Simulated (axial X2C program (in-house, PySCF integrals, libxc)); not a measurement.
What spin–orbit coupling does to RbN⁺

Computed with an in-house all-electron X2C program for linear molecules (integrals from PySCF). Spin-free means the one-electron spin-free X2C Hamiltonian; two-component (2c) means X2C with spin–orbit coupling and atomic mean-field two-electron Coulomb and Gaunt terms, so the difference of the two also holds small scalar two-electron terms. Basis: Rb dyall-cv3z [12s13p8d4f1g], N dyall-av3z [7s7p3d2f] (cores contracted in-house); Gaussian nuclei, density fitting, unrestricted open shells. Masses: Rb 84.912 u, N 14.003 u.

Spin-free state: M_S = 3/2, Λ = 0 (beyond evenly filled blocks: σα, π+α, π-α); fragments Rb+ + N.

```
  level  Re (Å)  ωe (cm⁻¹)  De (eV)  μ (D)
   PBE0   3.307       74.2    0.061  -1.70
     HF   3.497       58.4    0.039  -1.93
    MP2   3.279       80.0    0.065    n/a
   CCSD   3.311       75.9    0.064    n/a
CCSD(T)   3.294       78.2    0.056    n/a
  TPSSh   3.379       65.9    0.055  -1.76
```

Correlated methods: 13 electrons correlated (number of frozen shells: Rb 3 s, 2 p, 1 d; N 1 s), 263 virtual spin orbitals or spinors in MP2, 89 natural virtuals in coupled cluster.

Dipoles are positive if N is the positive end and refer to the centre of mass.

Two-component determinant lowest at the distance of the search:

Ω = 3/2 (⟨Sz⟩ = 1.50, ⟨Lz⟩ = 0.00 at HF); fragments Rb+ + N.

```csv
level,Re (Å),ωe (cm⁻¹),De (eV),μ (D)
PBE0,3.308,74.2,0.061,-1.70
HF,3.498,58.3,0.039,-1.93
MP2,3.280,80.0,0.065,n/a
CCSD,3.320,73.9,0.065,n/a
CCSD(T),3.300,76.5,0.057,n/a
TPSSh,3.379,65.9,0.055,-1.76
```

From the two tables, how do the constants change at the CCSD(T) level (2c against spin-free)?

At the CCSD(T) level Re goes up by 0.006 Å and ωe decreases by 1.7 cm⁻¹; De changes by 0.001 eV.

Occupations by symmetry block were frozen at the best pattern of an incomplete PBE0 search. Dissociation energies refer to the lowest single-determinant-based atoms at the same level and basis. Density functionals use the spin component along the axis (collinear). Coupled cluster ran in a truncated set of natural virtual spinors; the MP2 energy of the rest was added. (T) has no such correction and the atoms are truncated less, which lowers De at CCSD(T) by a hundredth of an eV or more. With several unpaired electrons one determinant need not be a pure state. This is the top spin component of a Σ state; components of lower Ω are not single determinants and can lie lower.
